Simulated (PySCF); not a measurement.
Correlation energy of C²⁺ (carbon, charge +2)

[He] 2s1 3s1, high-spin 3S determinant (an excited configuration). Computed with PySCF 2.14 in dyall-acv3z, with the spin-free X2C one-electron Hamiltonian (Gaussian nucleus). Frozen: nothing; 4 electrons correlated; the 5 highest virtual orbitals of each spin left out.

MP2 pair energies summed by pair of shells (mhartree):

| pair | energy | share (%) |
| --- | --- | --- |
| 1s-1s | -38.51 | 78.5 |
| 1s-2s | -5.00 | 10.2 |
| 2s-3s | -4.76 | 9.7 |
| 1s-3s | -0.78 | 1.6 |

Total MP2 correlation energy: -49.05 mhartree.

Same-spin part -6.18 and opposite-spin part -42.88 mhartree; SCS-MP2 scales them by 1/3 and 6/5 to -53.51 mhartree.
